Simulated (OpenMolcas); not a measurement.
Nd³⁺.

```yaml
Program: OpenMolcas
Basis: ANO-RCC-VTZP [8s7p5d3f2g1h]
Scalar_Hamiltonian: DKH2, point nucleus
Active_space: 3 electrons in 7 orbitals (4f)
State_averaging: 2S+1 = 4 odd, 35 roots; 2S+1 = 2 odd, 112 roots (105 in the spin-orbit step)
Spin-orbit_coupling: state interaction with AMFI integrals over the reference wave functions, term energies averaged over their components
```

Two sets of levels on these reference wave functions, in cm-1 above 4f3 4I* 9/2: one from CASSCF and one from MS-CASPT2, IPEA 0.25 Eh, imaginary shift 0.1 Eh (closed shells correlated: 5s 5p).

```json
{"Level": "4f3 4I* 9/2", "Set 1": "0.0", "Set 2": "0.0"}
{"Level": "4f3 4I* 11/2", "Set 1": "1983", "Set 2": "2030"}
{"Level": "4f3 4I* 13/2", "Set 1": "4130", "Set 2": "4200"}
{"Level": "4f3 4I* 15/2", "Set 1": "6400", "Set 2": "6460"}
{"Level": "4f3 4F* 3/2", "Set 1": "15810", "Set 2": "13110"}
{"Level": "4f3 2H* 9/2(1) [75 %]", "Set 1": "15950", "Set 2": "13150"}
{"Level": "4f3 4F* 5/2", "Set 1": "16890", "Set 2": "14240"}
{"Level": "4f3 4S* 3/2", "Set 1": "17830", "Set 2": "15060"}
{"Level": "4f3 4F* 7/2", "Set 1": "17910", "Set 2": "15230"}
{"Level": "4f3 4F* 9/2", "Set 1": "19060", "Set 2": "16400"}
{"Level": "4f3 2H* 11/2(1)", "Set 1": "19270", "Set 2": "16490"}
{"Level": "4f3 2G* 7/2(1)", "Set 1": "22060", "Set 2": "18810"}
{"Level": "4f3 4G* 5/2", "Set 1": "23980", "Set 2": "20330"}
{"Level": "4f3 2K* 13/2", "Set 1": "24140", "Set 2": "21890"}
{"Level": "4f3 2G* 9/2(1) [58 %]", "Set 1": "24900", "Set 2": "21700"}
{"Level": "4f3 4G* 7/2", "Set 1": "25510", "Set 2": "21930"}
```

Q: Which set is which?

A: Set 2 is MS-CASPT2. Its levels of the other terms of 4f3 lie at 0.82 to 0.91 of the other set's values, as expected, since terms of lower spin or lower L gain more correlation energy than the Hund ground term. Against 14 measured levels (the list in Arab et al., J. Quant. Spectrosc. Radiat. Transfer 229, 145 (2019) and Gaigalas et al. (2019), from Wyart et al. (2007)) the mean absolute deviation is 1200 cm-1 with it and 3500 cm-1 without; single levels miss by up to 2600 cm-1 with it.

CASPT2 does not keep the components of a term degenerate, so their means are used; among the terms shown or strongly mixed into the levels shown the widest spread is 690 cm-1 (4f3 4I*, MS-CASPT2). High states are left out of the spin-orbit mixing, which shifts the levels that they would mix with. Some levels mix across a computed gap that differs much from the measured one, so their mixing is not that of the real levels. Without dynamic correlation excited terms often stand tens of per cent too high (terms of higher spin than the ground term too low), and those without a measured partner can miss by more than the paired ones (holds for CASSCF). Blocks of more than 70 roots (2S+1 = 2 odd) ran without multistate coupling (holds for MS-CASPT2). The CASPT2 spread within a term exceeds the gap to the next term for 4f3 4S* and 4f3 4F*, 4f3 4G* and 4f3 2K*, so the order of their levels is uncertain, and so are names and mixing where such terms share a J (holds for MS-CASPT2). Computed and measured levels are paired by configuration, term and J; levels that our copy of the source lacks, or whose pairing is in doubt (as where it misses far off the trend of its configuration), stay unpaired and out of the deviations. Levels of configurations outside the active space are missing. Levels that lie high or do not pair safely by name in every column are left out.

A share in square brackets marks a mixed level and gives the weight of the term that names it, the lowest over the columns. A number in round brackets counts repeated terms of one configuration in the order of the reference energies. * marks odd parity.
